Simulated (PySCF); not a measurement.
**Stretching CsK**

Set-up: basis Cs x2c-TZVPall, K x2c-TZVPall; spin-free X2C with a Gaussian nucleus; PySCF 2.14. Energies in eV from Cs + K in their ground configurations at the same level. All curves are PBE0. state 1: ¹Σ⁺ (singlet), closed shell; state 2: ³Σ⁺ (triplet), unpaired electrons σ ↑↑, a second solution, started from another occupation; state 3: ³Π (triplet), unpaired electrons σ ↑, π ↑, a second solution, started from another occupation; state 4: Ms = 0 determinant of mixed spin (⟨S²⟩ near 1.0), unpaired electrons σ ↑, π ↓, a second solution, started from another occupation.

| R (Å) | state 1 | state 2 | state 3 | state 4 |
| --- | --- | --- | --- | --- |
| 3.757 | -0.3480 | 0.3750 | 0.5726 | 0.9137 |
| 3.932 | -0.4135 | 0.2740 | 0.5324 | 0.8590 |
| 4.107 | -0.4528 | 0.1928 | 0.5142 | 0.8259 |
| 4.238 | -0.4678 | 0.1433 | 0.5126 | 0.8129 |
| 4.369 | -0.4724 | 0.1021 | 0.5196 | 0.8085 |
| 4.500 | -0.4683 | 0.0684 | 0.5338 | 0.8115 |
| 4.675 | -0.4515 | 0.0333 | 0.5620 | 0.8249 |
| 4.893 | -0.4169 | 0.0023 | 0.6083 | 0.8527 |
| 5.155 | -0.3617 | -0.0203 | 0.6749 | 0.8962 |
| 5.505 | -0.2748 | -0.0339 | 0.7730 | 0.9602 |

Problem. Put a parabola through the three lowest points of the state 1 curve and estimate Re, k and ωe (reduced mass 30.13 u; 1 eV/Å² = 0.16022 mdyn/Å; ωe = 1302.8·√(k/μ) cm⁻¹).

Solution. Through R = 4.238, 4.369, 4.5 Å the second-order coefficient is 0.253 eV/Å², so Re ≈ 4.373 Å, k ≈ 0.0812 mdyn/Å and ωe ≈ 68 cm⁻¹. A polynomial fit of higher order to the unrounded PBE0 energies gives Re = 4.368 Å, k = 0.0819 mdyn/Å, ωe = 67.9 cm⁻¹; anharmonicity and rounding make the difference.

The higher-order fit for each curve: state 1: Re = 4.368 Å, ωe = 67.9 cm⁻¹, De = 0.472 eV; state 2: Re = 5.769 Å, ωe = 22.4 cm⁻¹, minimum 0.036 eV below the ground-state fragments; state 3: Re = 4.195 Å, ωe = 69.0 cm⁻¹, minimum 0.51 eV above the ground-state fragments; state 4: Re = 4.377 Å, ωe = 61.8 cm⁻¹, minimum 0.81 eV above the ground-state fragments.

Closed-shell solutions of metal pairs were not tested for spin polarisation, which can lower them a little. Spin–orbit coupling is left out. Counting both spins, an empty level lies below a filled one in some of these solutions, because spin and occupation are held.
